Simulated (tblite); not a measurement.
Compound: C6H13PS.
Cartesian coordinates in Å at the GFN2-xTB level; atoms count from 1:
```xyz
21
C6H13PS angstrom
C     -2.261    1.659    0.291
C     -2.508    0.297   -0.259
C     -1.652   -0.714   -0.189
P     -0.024   -0.612    0.625
C      0.439   -2.396    0.541
C      0.908   -0.054   -0.904
S      2.707   -0.090   -0.663
C      2.838    1.178    0.624
H     -2.197    2.388   -0.517
H     -1.331    1.674    0.858
H     -3.083    1.959    0.941
H     -3.464    0.158   -0.752
H     -1.915   -1.682   -0.602
H      0.232   -2.814   -0.445
H      1.502   -2.491    0.758
H     -0.123   -2.941    1.298
H      0.614    0.966   -1.162
H      0.698   -0.716   -1.745
H      3.877    1.218    0.930
H      2.206    0.893    1.462
H      2.527    2.137    0.218
```

All values are computed: GFN2-xTB (tblite) harmonic vibrations without scaling, gas phase. Errors from tens to a few hundred cm⁻¹ against measured bands are possible. One conformer, not necessarily the lowest.

Harmonic wavenumbers (cm⁻¹): 28.9, 35.4, 87.9, 115.5, 144.6, 157.1, 165.8, 171.4, 194.1, 258.6, 285.3, 309.2, 382.8, 525.5, 656.4, 703.9, 718.2, 728.6, 744.3, 756.0, 763.0, 879.5, 889.4, 904.2, 948.3, 950.8, 979.5, 1036.1, 1064.9, 1075.9, 1146.4, 1214.0, 1306.6, 1314.7, 1319.8, 1394.6, 1394.8, 1436.7, 1442.4, 1447.9, 1448.1, 1462.6, 1473.4, 1677.3, 2947.3, 2959.9, 2976.1, 2992.5, 3003.2, 3005.5, 3007.0, 3008.4, 3011.8, 3014.2, 3018.0, 3031.2, 3063.5.

A = 2127, B = 827.9, C = 687.3 MHz; mass 148.048 u (most abundant isotopes); point group C1, symmetry number 1.

Problem. Zero-point energy?

Solution. ½Σν̃ = 37590 cm⁻¹ = 107.47 kcal/mol.

Problem. Give the ideal-gas entropy at 350 K and 1 bar in the rigid-rotor, harmonic-oscillator model (classical rotation).

Solution. Translation 41.71, rotation 30.44, vibration 46.31: S = 118.5 cal/(mol K).

Problem. And Cp and H(350 K) − H(0)?

Solution. Cp = 49.37 cal/(mol K), of which vibrations give 41.42 (their classical limit is 57 R = 113.3); H(350 K) − H(0) = 10.67 kcal/mol without the zero-point energy, 7.89 from vibrations.

Problem. Blend soft modes into free rotors: weight 1/[1 + (100 cm⁻¹/ν̃)⁴] for the oscillator and the rest for a rotor with moment μB/(μ + B), μ = h/(8π²ν), B = 10⁻⁴⁴ kg m². What vibrational entropy results?

Solution. 41.66 cal/(mol K) in place of 46.31, which changes −T·S at 350 K by +1.63 kcal/mol.

Problem. Which modes carry the vibrational entropy at 350 K?

Solution. 28.9 cm⁻¹: 6.22; 35.4 cm⁻¹: 5.82; 87.9 cm⁻¹: 4.02; 115.5 cm⁻¹: 3.49; 144.6 cm⁻¹: 3.05; 157.1 cm⁻¹: 2.89 cal/(mol K); the other 51 give 20.83 together.

Problem. How do the functions run with temperature in this model?

Solution. 
```json
{"T (K)": "100", "S (cal/(mol K))": "76.1", "Cp (cal/(mol K))": "23.6", "H − H(0) (kcal/mol)": "1.57", "G − H(0) (kcal/mol)": "-6.04", "ln q(vib)": "3.09"}
{"T (K)": "200", "S (cal/(mol K))": "95.7", "Cp (cal/(mol K))": "33.7", "H − H(0) (kcal/mol)": "4.45", "G − H(0) (kcal/mol)": "-14.68", "ln q(vib)": "6.87"}
{"T (K)": "300", "S (cal/(mol K))": "111.3", "Cp (cal/(mol K))": "44.1", "H − H(0) (kcal/mol)": "8.33", "G − H(0) (kcal/mol)": "-25.05", "ln q(vib)": "10.32"}
{"T (K)": "500", "S (cal/(mol K))": "138.5", "Cp (cal/(mol K))": "63.1", "H − H(0) (kcal/mol)": "19.15", "G − H(0) (kcal/mol)": "-50.09", "ln q(vib)": "16.68"}
{"T (K)": "800", "S (cal/(mol K))": "172.5", "Cp (cal/(mol K))": "81.8", "H − H(0) (kcal/mol)": "41.12", "G − H(0) (kcal/mol)": "-96.92", "ln q(vib)": "25.35"}
{"T (K)": "1000", "S (cal/(mol K))": "191.7", "Cp (cal/(mol K))": "90.1", "H − H(0) (kcal/mol)": "58.35", "G − H(0) (kcal/mol)": "-133.39", "ln q(vib)": "30.62"}
```

q(vib) and H(0) count from the zero-point level.

Problem. What must be added to the electronic energy to get the Gibbs energy at 350 K and 1 bar?

Solution. ZPE + [H(350 K) − H(0)] − T·S = 107.47 + 10.67 − 41.46 = 76.68 kcal/mol.

Hindered rotation and anharmonicity are outside this model. Other conformers, if any are populated, would add a mixing term that is left out. The structure is chiral; the term R ln 2 for an equal mix with its mirror image is left out.
